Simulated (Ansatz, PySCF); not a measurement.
Al(F)(Cl)(OMe) (CH₃AlClFO), SMILES C[O][Al]([F])[Cl].

The structure is a stationary point at B3LYP-D3(BJ)/def2-SVP. The structure was generated by enumeration; whether it is a known compound was not checked. One conformer was computed; it need not be the lowest.

Vertical ionisation energy (IE) and electron affinity (EA) in eV. Rows of orbital energies are one-electron estimates. Where ΔSCF, EOM or ADC give a negative EA the extra electron is unbound and the value depends on the basis.

```json
[
 {"level": "−ε(HOMO), −ε(LUMO), HF/def2-TZVP (PySCF)", "IE": "12.53", "EA": "-2.02"},
 {"level": "−ε(HOMO), −ε(LUMO), PBE/def2-TZVP (PySCF)", "IE": "7.13", "EA": "1.86"},
 {"level": "ΔSCF, PBE0/def2-SVPD (Ansatz), final states of multiplicity 2 and 2", "IE": "11.03", "EA": "-0.12"},
 {"level": "ΔSCF, PBE/def2-SVPD (Ansatz), final states of multiplicity 2 and 2", "IE": "10.56", "EA": "0.02"}
]
```

Q: What vertical singlet–triplet gap does ΔSCF give with PBE0/def2-SVPD (Ansatz, a first-principles code) and with PBE/def2-SVPD (Ansatz)? (The exact figures need the calculation; the answer reports its results.)

A: 6.16 and 5.59 eV (triplet above singlet where positive).
